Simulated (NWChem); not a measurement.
CaF cation; SMILES [F][Ca+]

Computed with NWChem. All runs use the structure optimised with B3LYP/6-31G* (spherical d). Total energies compare along this basis series because the functional is fixed.

```csv
level,basis functions,energy (Ha),highest occupied level (eV),orbital gap (eV)
B3LYP/pcseg-1,38,-777.1913,-14.23,6.43
B3LYP/aug-pcseg-1,56,-777.2004,-14.34,6.57
B3LYP/pcseg-2,63,-777.3439,-14.39,6.55
B3LYP/STO-3G,18,-768.8577,-10.36,2.92
B3LYP/def2-SVP,38,-777.1159,-14.10,6.31
```
